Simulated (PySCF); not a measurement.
## Radial density of Pb⁶⁷⁺ (lead, charge +67)

B3LYP, [Ne] 3s2 3p3, high-spin 4S determinant. All numbers are calculated (PySCF 2.14, no relativity, point nucleus, in an even-tempered Gaussian basis (16 s from 21 bohr⁻², ratio 2.5; 10 p from 27 bohr⁻², ratio 2.5; 4 d from 100 bohr⁻², ratio 2.7; 4 f from 150 bohr⁻², ratio 2.7)).

| r (bohr) | 4πr²ρ (e/bohr) | 4πr²(ρα − ρβ) |
| --- | --- | --- |
| 0.000290 | 0.3991 | 0.0000 |
| 0.000487 | 1.093 | 0.0000 |
| 0.000820 | 2.928 | 0.0000 |
| 0.00138 | 7.559 | 0.0002 |
| 0.00232 | 18.33 | 0.0026 |
| 0.00390 | 40.03 | 0.0197 |
| 0.00656 | 73.42 | 0.1292 |
| 0.0110 | 101.8 | 0.7153 |
| 0.0186 | 98.43 | 2.9919 |
| 0.0312 | 96.98 | 7.5297 |
| 0.0525 | 128.2 | 5.8504 |
| 0.0883 | 67.93 | 1.0853 |
| 0.149 | 40.97 | 21.8967 |
| 0.250 | 12.99 | 7.1070 |
| 0.420 | 0.1680 | 0.0743 |

A non-relativistic calculation at this Z misses sizeable relativistic shifts. Spin-orbit coupling, which splits the p, d and f shells strongly at this Z, is absent. Spin-orbit coupling is strong in this species (close to jj coupling), so the high-spin LS determinant is a model state, not a physical level.
